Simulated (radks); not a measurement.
Results of a calculation; reference values are marked as such.
Excited configurations of Cu: one electron is placed in a higher orbital outside [Ar] 3d10. The ground configuration is [Ar] 3d10 4s1. Code: a radial shooting solver on a logarithmic mesh with Libxc functionals. Model: scalar-relativistic Kohn-Sham, PBE, spin-polarised, spherical densities, point nucleus; open shells are filled with parallel spins first. Excitation = E - E(ground); binding = E(ion) - E, where the ion is the core of charge +1; n* = 1/sqrt(2 binding) in atomic units, and the quantum defect is n - n*.

outer orbital	excitation (eV)	binding (eV)	n*	quantum defect	eigenvalue (eV)	<r> (bohr)
4p	4.203	4.179	1.804	2.196	-1.942	4.401
4f	7.418	0.964	3.757	0.243	-0.482	16.78
5s	5.645	2.737	2.229	2.771	-1.672	7.989
5d	7.341	1.041	3.616	1.384	-0.605	18.88
5f	7.713	0.669	4.510	0.490	-0.405	28.53
6p	7.269	1.114	3.495	2.505	-0.708	19.38
6d	7.674	0.708	4.382	1.618	-0.452	30.01
7s	7.493	0.889	3.912	3.088	-0.589	25.83
7d	7.872	0.510	5.166	1.834	-0.343	43.69

The Delta-SCF ionisation energy is 8.382 eV (NIST Atomic Spectra Database: 7.726 eV, measured). Self-interaction in the functional shifts the binding energies and quantum defects, so they are the method's values and not measured ones.
